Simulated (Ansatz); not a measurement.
Geometry optimisation, Ansatz 0.2.0, RKS PBE-D4/6-31G*.

input.yaml

```yaml
crystal:
  periodic: [false, false, false]
  atoms:
    - { symbol: C, position_ang: [-0.9241, 2.2449, -0.0901] }
    - { symbol: C, position_ang: [-0.2835, 1.3044, -0.0179] }
    - { symbol: Al, position_ang: [0.8019, -0.2738, 0.1056] }
    - { symbol: "N", position_ang: [0.1031, -1.9846, 0.324] }
    - { symbol: F, position_ang: [2.6294, -0.1312, 0.0247] }
    - { symbol: H, position_ang: [-1.5811, 3.1684, -0.1777] }
    - { symbol: H, position_ang: [0.3128, -2.5511, -0.513] }
    - { symbol: H, position_ang: [-0.9664, -1.8341, 0.2886] }
basis:
  gaussian: { orbitals: "6-31G*" }
hamiltonian:
  xc: pbe
  dispersion: d4
relax:
  f_tol: 0.015
  max_steps: 40
```

Run as:

```bash
$ ansatz run input.yaml --threads 1 --pin off --max-ram 2048MiB --backend cpu --events-out ev --progress --plain --runs-dir out
```

Problem. Where does it end, and by what steps?

Solution. The run converged. After 8 steps the energy has fallen by 1.156 eV; H7 moved furthest, 0.63 Å. The start is strongly strained (largest force component 11 eV/Å).

```
step  energy less start (eV)  largest force component (eV/Å)  accepted
   0                  0.0000                          10.735       yes
   1                 -0.8518                           1.994       yes
   2                 -1.0161                           1.290       yes
   3                 -1.1319                           0.317       yes
   4                 -1.1424                           0.322       yes
   5                 -1.1488                           0.224       yes
   6                 -1.1563                           0.032       yes
   7                 -1.1562                           0.052        no
   8                 -1.1565                           0.005       yes
```

```xyz
8
Properties=species:S:1:pos:R:3
C -0.938 2.355 -0.038
C -0.259 1.332 -0.032
Al 0.791 -0.252 -0.021
N 0.028 -1.854 0.035
F 2.454 -0.151 -0.063
H -1.529 3.256 -0.043
H 0.524 -2.744 0.046
H -0.980 -1.998 0.061
```

The run took 49 s on 1 thread of Intel(R) Xeon(R) Processor @ 2.50GHz (Skylake/Cascade Lake), on a shared host, peak memory 0.16 GiB.
